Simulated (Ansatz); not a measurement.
**Four-centre ligand exchange**

Start structure (Si$_{2}$NH$_{7}$OF$_{2}$, closed shell), relaxed at PBE0-D4/def2-TZVP:

```
13
angstrom
Si -0.5219 0.8372 0.3915
O -0.0251 -0.5527 -0.3514
Si -0.7683 -1.7435 -1.2039
F -0.1940 2.2500 -0.3207
F -0.6770 0.8353 1.9998
H -1.9731 0.7988 0.0654
H 1.7905 0.1570 1.4359
N 1.5140 0.9671 0.8934
H -2.0575 -1.2827 -1.7783
H 0.1447 -2.1518 -2.3018
H -1.0124 -2.9122 -0.3194
H 1.7025 1.8012 1.4380
H 2.0775 0.9962 0.0515
```

The step: Si₂H₄OF₂ ([F][SiH]([F])[O][SiH3]) + NH₃ → SiNH₃F₂ ([NH2][SiH]([F])[F]) + SiH₄O ([OH][SiH3]); bonds formed: O2–H7; dative contacts that become bonds: Si1–N8; bonds broken: Si1–O2, H7–N8. Program: Ansatz 0.2.0. Basis: def2-TZVPP and def2-QZVPP. Cores are frozen in the correlated methods. Extrapolation: Hartree–Fock as exp(−7.88 √X), correlation as X^−2.97. Energies below are by CCSD(T) at an estimated basis limit (MP2 extrapolated from triple and quadruple zeta, plus CCSD(T) − MP2 in triple zeta).

What are the electronic barrier and the energy of the step, from the start structure to the end structure? (Judge from chemistry; the value comes from the calculation.)

Computed: Barrier 32.16 kcal/mol; step energy 13.40 kcal/mol (uphill); reverse barrier, their difference, 18.76 kcal/mol. Barrier and step energy count from the start structure, the reverse barrier from the end structure.

The saddle point: One imaginary mode of 1058i cm⁻¹.
```
  pair  start (Å)  saddle (Å)  end (Å)
Si1–N8       2.10        1.83     1.71
 O2–H7       2.64        1.19     0.97
Si1–O2       1.65        2.02     3.78
 H7–N8       1.01        1.29     1.97
```

Zero-point energy (harmonic, PBE0-D4): ZPE is 53.24 kcal/mol at the start and 49.64 kcal/mol at the saddle, so the barrier goes from 32.16 to 28.56 kcal/mol.

No T1 diagnostic of these runs exceeds 0.012. The start structure is not quite a true minimum (one mode of 25i cm⁻¹).

Labels in which every atom is bracketed show which atoms are joined, not bond orders.

For scale, one of the runs: CCSD(T)/def2-TZVPP, 306 basis functions, launched by `ansatz run in.yaml --threads 4 --pin off --events-out ev --progress --plain --max-ram 46080MiB --backend cuda --devices 0, --max-vram 37GiB`. Hardware: 4 CPU threads of an AMD EPYC 7R13 and a share of one NVIDIA H100, shared host. Wall time 7.5 s; peak host memory 0.87 GiB.
